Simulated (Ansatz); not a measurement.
Ansatz (a program for electronic structure) input:

Ansatz 0.2 input:
```yaml
crystal:
  periodic: [false, false, false]
  atoms:
    - {symbol: C, position_ang: [-1.57917464, 0.14857349, -0.08929637]}
    - {symbol: C, position_ang: [-0.27344075, -0.45258751, -0.46410507]}
    - {symbol: N, position_ang: [0.85890302, -0.02120900, 0.10449428]}
    - {symbol: C, position_ang: [1.84024213, 0.38058842, 0.62392539]}
    - {symbol: H, position_ang: [-1.59476944, 1.22313460, -0.30006660]}
    - {symbol: H, position_ang: [-1.77426594, 0.03353029, 0.98205094]}
    - {symbol: H, position_ang: [-2.38906761, -0.32425806, -0.64181266]}
    - {symbol: H, position_ang: [-0.17997858, -1.24339010, -1.19477523]}
basis:
  gaussian:
    orbitals: def2-TZVP
hamiltonian:
  xc: b3lyp
  dispersion: d3bj
magnetization: {spin_polarized: true, initial_magnetization: 1}
phonons: {temperatures: {t_min: 298.15, t_max: 298.15, t_step: 100}}
```

Task: Predict the final energy.

Result: -171.45797 Eh (B3LYP-D3(BJ)/def2-TZVP). The basis has 148 functions.

It need not be the lowest isomer of its formula.
